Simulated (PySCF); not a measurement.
# Pr⁴⁺: fine-structure interval

Pr⁴⁺ [Xe] 4f1 [4f5/2^1, M_J = 5/2] → Pr⁴⁺ [Xe] 4f1 [4f7/2^1, M_J = 7/2], as a difference of total energies. All numbers are calculated (PySCF 2.14, the two-component X2C-1e Hamiltonian, in x2c-QZVPPall-2c). Correlated levels: [Ar] 3d10 frozen; the 34 highest virtual spinors dropped. "Screened" scales the spin-orbit matrix elements by Boettger's factors to mimic the two-electron term; Breit and QED terms are absent.

```json
{"method": "GHF (screened spin-orbit)", "fine-structure interval (cm⁻¹)": "3090.3"}
{"method": "GMP2 (screened spin-orbit)", "fine-structure interval (cm⁻¹)": "3198.4"}
{"method": "GHF (bare spin-orbit)", "fine-structure interval (cm⁻¹)": "6205.0"}
```
